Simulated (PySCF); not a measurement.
## A small calculation by hand: dipole moment from atomic charges

In(F)(Br)(vinyl) (C₂H₃BrFIn), SMILES C=[CH][In]([F])[Br]. Atoms are numbered in the order given.

```xyz
8

In     0.3968    -0.5206     0.0000
F      2.3597    -0.6060     0.0000
Br    -0.4570     1.8265     0.0000
C     -0.8904    -2.2221     0.0000
C     -2.2188    -2.0667     0.0000
H     -0.4398    -3.2204     0.0000
H     -2.8951    -2.9311     0.0000
H     -2.6985    -1.0817     0.0000
```
Charge 0, spin multiplicity 1.

Geometry optimised at B3LYP-D3(BJ)/def2-SVP. The structure was generated by enumeration; whether it is a known compound was not checked. The def2 effective core potentials stand for the cores of In; spin–orbit coupling is left out. Other conformers were not sampled.

Charges (e) from M06-2X/def2-TZVP run with PySCF:

```
atom  ESP fit  Mulliken
----  -------  --------
In1     0.943     1.111
F2     -0.479    -0.541
Br3    -0.303    -0.364
C4     -0.356    -0.436
C5     -0.343    -0.233
H6      0.187     0.167
H7      0.211     0.146
H8      0.140     0.150
```

The dipole moment of the full density is 4.12 D.

Problem. What dipole moment does each set of point charges give, and which comes closer to that of the density?

Solution. 
μ = Σ q r, and 1 e Å = 4.8032 D.
ESP fit: Σ q r = (-0.611, -0.626, 0.000) e Å, |μ| = 4.20 D.
Mulliken: Σ q r = (-0.665, -0.593, 0.000) e Å, |μ| = 4.28 D.
ESP fit comes closer in size. Point charges leave out the atoms' own dipoles (lone pairs, polarised bonds); fits to the potential absorb them, partitions of the density don't.
